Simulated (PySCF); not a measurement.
# B: excitation energy

B [He] 2s2 2p1 (2P) → B [He] 2s1 2p1 3s1 (4P), as a difference of total energies. Computed with PySCF 2.14 in dyall-acv3z (15s9p4d2f, 76 functions), with no relativity, point nucleus. Correlated levels: valence and next inner shell: nothing frozen; virtual orbitals above 40 to 60 times the deepest correlated orbital energy dropped. The calculations carry no spin-orbit coupling.

```json
{"method": "UHF", "excitation energy (eV)": "8.011"}
{"method": "MP2 (valence and next inner shell)", "excitation energy (eV)": "9.129"}
{"method": "SCS-MP2 (valence and next inner shell)", "excitation energy (eV)": "9.404"}
{"method": "CCSD (valence and next inner shell)", "excitation energy (eV)": "9.539"}
{"method": "CCSD(T) (valence and next inner shell)", "excitation energy (eV)": "9.583"}
```

How much does correlation contribute at CCSD(T) (valence and next inner shell)?

9.583 − (8.011) = 1.572 eV, measured against UHF.

The upper state lies above the first ionisation limit, but in LS coupling its spin forbids autoionisation to the ground ion. A Rydberg-like electron needs more diffuse functions than a valence basis has.

The promoted electron is Rydberg-like, and one or two diffuse shells describe it only roughly, which tends to raise the upper state.
